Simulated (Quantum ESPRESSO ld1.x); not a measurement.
Problem. Species: Rh0.75+. Configuration: [Kr] 4d6.75 5p1.5 (fractional occupations, a model configuration). Calculated with ld1.x of Quantum ESPRESSO 7.5: scalar-relativistic Kohn-Sham, PBE, spin-unpolarised, spherical densities, point nucleus. Some entries of the table are withheld. Estimate them.

orbital  occ.  eigenvalue (hartree)  r(max) (bohr)
1s          2              -847.140        0.02117
2s          2              -123.227         0.1198
2p          6                   (1)        0.09576
3s          2                   (2)            (3)
3p          6              -18.2248         0.3447
3d         10                   (4)         0.2914
4s          2                   (5)         0.8806
4p          6              -2.31433         0.9424
4d       6.75              -0.63870          1.126
5p        1.5              -0.25031            (6)

Solution. 
(1) 2p eigenvalue (hartree): -110.484
(2) 3s eigenvalue (hartree): -22.4142
(3) 3s r(max) (bohr): 0.3514
(4) 3d eigenvalue (hartree): -11.5278
(5) 4s eigenvalue (hartree): -3.50017
(6) 5p r(max) (bohr): 3.036
